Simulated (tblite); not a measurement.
A geometry optimisation, step by step.

Compound: C₉H₅FO₂.
Atom-mapped SMILES: `[O:1]=[C:2]([F:3])[c:4]1[cH:5][c:6]2[cH:7][cH:8][cH:9][cH:10][c:11]2[o:12]1` (hydrogens: H13 on C5; H14 on C7; H15 on C8; H16 on C9; H17 on C10)

Computed with GFN2-xTB (tblite), gas phase: L-BFGS steps from a force-field or distance-geometry start until the largest atomic force falls under 0.01 eV/Å. 9 of its 30 geometries are shown.

Step 0: E = -943.2355 eV, largest atomic force 4.829 eV/Å
```
atom  x, y, z in Å  |  force x, y, z in eV/Å
O1      3.810   -1.397   -1.179   -1.080   3.091   2.637
C2      3.332   -0.520   -0.420    1.126  -3.612  -3.001
F3      4.174    0.268    0.319   -0.998  -0.443  -0.475
C4      1.896   -0.327   -0.275    1.059   1.895   1.867
C5      1.323    0.613    0.578    1.331   0.161  -0.001
C6     -0.043    0.453    0.400   -0.780   1.011   0.948
C7     -1.133    1.092    0.947   -1.087   0.587   0.564
C8     -2.407    0.696    0.576    0.531   0.674   0.570
C9     -2.570   -0.335   -0.342   -0.381  -0.258  -0.218
C10    -1.489   -0.991   -0.908   -0.776   0.037  -0.013
C11    -0.240   -0.564   -0.510   -0.038  -0.627  -0.529
O12     0.942   -1.018   -0.889    0.941  -1.685  -1.609
H13     1.817    1.331    1.228   -0.133  -0.418  -0.378
H14    -0.954    1.883    1.660   -0.204   0.060   0.030
H15    -3.249    1.222    1.026    0.151  -0.349  -0.295
H16    -3.588   -0.610   -0.599    0.266  -0.092  -0.089
H17    -1.627   -1.784   -1.623    0.073  -0.034  -0.007
```

Step 4: E = -943.6876 eV, largest atomic force 0.673 eV/Å
```
atom  x, y, z in Å  |  force x, y, z in eV/Å
O1      3.826   -1.373   -1.160    0.370  -0.415  -0.380
C2      3.326   -0.572   -0.458   -0.273   0.133   0.152
F3      4.128    0.251    0.299   -0.268   0.001  -0.020
C4      1.918   -0.300   -0.242    0.129   0.083   0.122
C5      1.335    0.625    0.581    0.148   0.071   0.045
C6     -0.056    0.464    0.413   -0.024  -0.010  -0.003
C7     -1.152    1.111    0.967    0.022   0.148   0.157
C8     -2.405    0.707    0.585    0.014   0.022   0.024
C9     -2.578   -0.331   -0.338    0.122  -0.034  -0.030
C10    -1.501   -0.988   -0.907    0.115  -0.041  -0.043
C11    -0.225   -0.580   -0.522    0.022   0.050   0.036
O12     0.986   -1.037   -0.912   -0.087  -0.040  -0.067
H13     1.825    1.327    1.224    0.086  -0.019  -0.030
H14    -0.969    1.902    1.675   -0.197   0.074   0.054
H15    -3.254    1.209    1.014   -0.208  -0.054  -0.048
H16    -3.584   -0.617   -0.606    0.060  -0.043  -0.047
H17    -1.627   -1.787   -1.624   -0.031   0.075   0.077
```

Step 7: E = -943.7112 eV, largest atomic force 0.181 eV/Å
```
atom  x, y, z in Å  |  force x, y, z in eV/Å
O1      3.848   -1.385   -1.173   -0.121   0.094   0.091
C2      3.321   -0.591   -0.470    0.097  -0.084  -0.099
F3      4.094    0.248    0.294    0.046   0.031   0.035
C4      1.923   -0.301   -0.238   -0.043  -0.124  -0.124
C5      1.341    0.630    0.584    0.062  -0.071  -0.023
C6     -0.056    0.469    0.418    0.093   0.116   0.087
C7     -1.153    1.121    0.978   -0.049  -0.008  -0.014
C8     -2.405    0.711    0.589   -0.018  -0.034  -0.018
C9     -2.568   -0.331   -0.338    0.035   0.029   0.022
C10    -1.492   -0.987   -0.907   -0.003   0.042   0.038
C11    -0.218   -0.577   -0.520   -0.064   0.127   0.095
O12     0.989   -1.034   -0.912   -0.136  -0.003   0.023
H13     1.839    1.329    1.224    0.058  -0.011  -0.022
H14    -0.991    1.917    1.688   -0.102  -0.021  -0.017
H15    -3.274    1.199    1.006   -0.009  -0.079  -0.067
H16    -3.575   -0.622   -0.611    0.132  -0.004  -0.008
H17    -1.630   -1.783   -1.620    0.022  -0.001   0.002
```

Step 11: E = -943.7220 eV, largest atomic force 0.106 eV/Å
```
atom  x, y, z in Å  |  force x, y, z in eV/Å
O1      3.850   -1.389   -1.176    0.027  -0.060  -0.055
C2      3.320   -0.598   -0.477   -0.060   0.064   0.060
F3      4.086    0.247    0.293    0.024  -0.023  -0.021
C4      1.919   -0.313   -0.247   -0.006   0.057   0.051
C5      1.353    0.624    0.582   -0.029   0.017   0.002
C6     -0.048    0.484    0.430   -0.017  -0.025  -0.019
C7     -1.157    1.126    0.982    0.005   0.025   0.016
C8     -2.405    0.709    0.589    0.024   0.004  -0.003
C9     -2.562   -0.329   -0.337   -0.030  -0.026  -0.024
C10    -1.487   -0.981   -0.902    0.020   0.006   0.004
C11    -0.222   -0.561   -0.508   -0.006  -0.030  -0.016
O12     0.973   -1.034   -0.910    0.009  -0.007  -0.003
H13     1.857    1.324    1.217    0.090  -0.042  -0.035
H14    -1.018    1.924    1.694   -0.037   0.027   0.028
H15    -3.285    1.183    0.993   -0.011   0.008   0.015
H16    -3.558   -0.627   -0.617   -0.076  -0.021  -0.023
H17    -1.624   -1.779   -1.615    0.073   0.025   0.022
```

Step 14: E = -943.7247 eV, largest atomic force 0.058 eV/Å
```
atom  x, y, z in Å  |  force x, y, z in eV/Å
O1      3.847   -1.389   -1.177   -0.034  -0.033  -0.034
C2      3.317   -0.597   -0.477    0.030  -0.027  -0.013
F3      4.089    0.243    0.289    0.003   0.023   0.018
C4      1.917   -0.312   -0.247    0.024   0.000   0.008
C5      1.353    0.625    0.582    0.013   0.031   0.012
C6     -0.048    0.488    0.432   -0.014   0.016   0.017
C7     -1.159    1.130    0.985   -0.029  -0.016  -0.008
C8     -2.405    0.708    0.587   -0.046  -0.005  -0.008
C9     -2.565   -0.330   -0.338    0.010  -0.014  -0.017
C10    -1.486   -0.978   -0.899   -0.002  -0.016  -0.010
C11    -0.223   -0.558   -0.505   -0.001   0.009   0.014
O12     0.970   -1.034   -0.909    0.003   0.021   0.014
H13     1.877    1.316    1.210    0.036   0.010   0.010
H14    -1.032    1.929    1.699    0.001  -0.016  -0.015
H15    -3.288    1.179    0.990   -0.013   0.033   0.033
H16    -3.562   -0.631   -0.622   -0.003   0.014   0.011
H17    -1.610   -1.775   -1.611    0.023  -0.030  -0.029
```

Step 18: E = -943.7259 eV, largest atomic force 0.036 eV/Å
```
atom  x, y, z in Å  |  force x, y, z in eV/Å
O1      3.841   -1.393   -1.181   -0.006  -0.003  -0.001
C2      3.317   -0.599   -0.478   -0.021   0.004   0.000
F3      4.091    0.241    0.288    0.007  -0.027  -0.023
C4      1.918   -0.311   -0.245   -0.004   0.007   0.005
C5      1.355    0.628    0.583    0.003   0.009   0.013
C6     -0.048    0.491    0.435    0.006   0.001  -0.001
C7     -1.164    1.129    0.985    0.009  -0.005  -0.002
C8     -2.409    0.707    0.586    0.006  -0.001   0.003
C9     -2.567   -0.331   -0.341    0.006  -0.003  -0.002
C10    -1.485   -0.979   -0.900    0.008   0.008   0.007
C11    -0.223   -0.555   -0.501    0.000   0.000  -0.002
O12     0.970   -1.031   -0.906    0.003   0.001   0.005
H13     1.889    1.315    1.208   -0.016   0.016   0.009
H14    -1.038    1.928    1.699   -0.008  -0.006  -0.005
H15    -3.290    1.181    0.993    0.000  -0.006  -0.005
H16    -3.564   -0.631   -0.623    0.003  -0.003  -0.007
H17    -1.601   -1.778   -1.613    0.005   0.006   0.005
```

Step 22: E = -943.7263 eV, largest atomic force 0.042 eV/Å
```
atom  x, y, z in Å  |  force x, y, z in eV/Å
O1      3.834   -1.396   -1.183   -0.028  -0.023  -0.022
C2      3.314   -0.601   -0.480    0.028  -0.009  -0.004
F3      4.095    0.235    0.282    0.019   0.019   0.016
C4      1.917   -0.308   -0.242    0.016  -0.002   0.000
C5      1.356    0.631    0.587   -0.010   0.000  -0.007
C6     -0.047    0.493    0.437   -0.013  -0.001   0.004
C7     -1.165    1.128    0.984   -0.009   0.016   0.011
C8     -2.410    0.705    0.586    0.003  -0.001  -0.004
C9     -2.566   -0.332   -0.342   -0.002  -0.002  -0.001
C10    -1.482   -0.978   -0.899   -0.001   0.001  -0.002
C11    -0.222   -0.553   -0.500   -0.003  -0.003   0.003
O12     0.971   -1.029   -0.903    0.005   0.003  -0.001
H13     1.889    1.320    1.211   -0.019   0.000  -0.001
H14    -1.042    1.927    1.697    0.003   0.021   0.020
H15    -3.291    1.179    0.992    0.006  -0.011  -0.008
H16    -3.563   -0.632   -0.625    0.005  -0.007  -0.007
H17    -1.596   -1.777   -1.613    0.000   0.002   0.002
```

Step 25: E = -943.7268 eV, largest atomic force 0.034 eV/Å
```
atom  x, y, z in Å  |  force x, y, z in eV/Å
O1      3.821   -1.404   -1.190   -0.017   0.022   0.019
C2      3.314   -0.604   -0.482    0.013  -0.004  -0.001
F3      4.103    0.227    0.276    0.014  -0.011  -0.010
C4      1.919   -0.304   -0.238    0.004  -0.006  -0.006
C5      1.356    0.636    0.590    0.002  -0.011  -0.015
C6     -0.047    0.495    0.439    0.004   0.009   0.011
C7     -1.167    1.129    0.985   -0.005   0.011   0.008
C8     -2.410    0.703    0.585   -0.012   0.009   0.001
C9     -2.565   -0.334   -0.343    0.007   0.006   0.001
C10    -1.479   -0.977   -0.898   -0.004  -0.008  -0.005
C11    -0.220   -0.551   -0.497    0.002   0.005   0.009
O12     0.973   -1.026   -0.899    0.009   0.009   0.005
H13     1.885    1.327    1.215   -0.011  -0.013  -0.010
H14    -1.048    1.928    1.699    0.006   0.009   0.011
H15    -3.291    1.176    0.990   -0.013  -0.002   0.000
H16    -3.561   -0.635   -0.629    0.008  -0.002   0.001
H17    -1.589   -1.775   -1.612   -0.008  -0.022  -0.022
```

Step 29: E = -943.7269 eV, largest atomic force 0.009 eV/Å
```
atom  x, y, z in Å  |  force x, y, z in eV/Å
O1      3.817   -1.406   -1.192    0.006  -0.006  -0.004
C2      3.314   -0.604   -0.482   -0.001   0.002   0.000
F3      4.108    0.224    0.273    0.005   0.001   0.001
C4      1.919   -0.302   -0.237   -0.003   0.005   0.003
C5      1.355    0.636    0.590   -0.006   0.002   0.003
C6     -0.048    0.496    0.441   -0.006  -0.003  -0.004
C7     -1.167    1.130    0.987    0.000   0.000   0.000
C8     -2.411    0.704    0.585   -0.002   0.000   0.000
C9     -2.564   -0.334   -0.344    0.005   0.000   0.000
C10    -1.478   -0.977   -0.898   -0.001   0.000   0.000
C11    -0.220   -0.551   -0.496   -0.001  -0.003  -0.004
O12     0.974   -1.025   -0.898   -0.003  -0.003  -0.001
H13     1.883    1.328    1.215    0.008   0.003   0.003
H14    -1.048    1.930    1.701    0.001  -0.002  -0.001
H15    -3.293    1.175    0.990   -0.003  -0.003  -0.003
H16    -3.560   -0.636   -0.631    0.004   0.002   0.003
H17    -1.588   -1.776   -1.613   -0.002   0.004   0.003
```

**Question.** Summarise the path.

**Answer.** The energy falls by 0.4914 eV from step 0 to step 29; nine tenths of that is first reached at step 4. It falls at every step. The largest force goes from 4.829 to 0.009 eV/Å. Among the bonds O1=C2 changes most, from 1.254 to 1.183 Å; the atoms move by 0.060 Å rms after alignment.

The cost below is that of the whole relaxation. Hardware: one thread, Arm Neoverse V1 (aarch64), no GPU, shared host. Cost: 0.23 s of wall time.
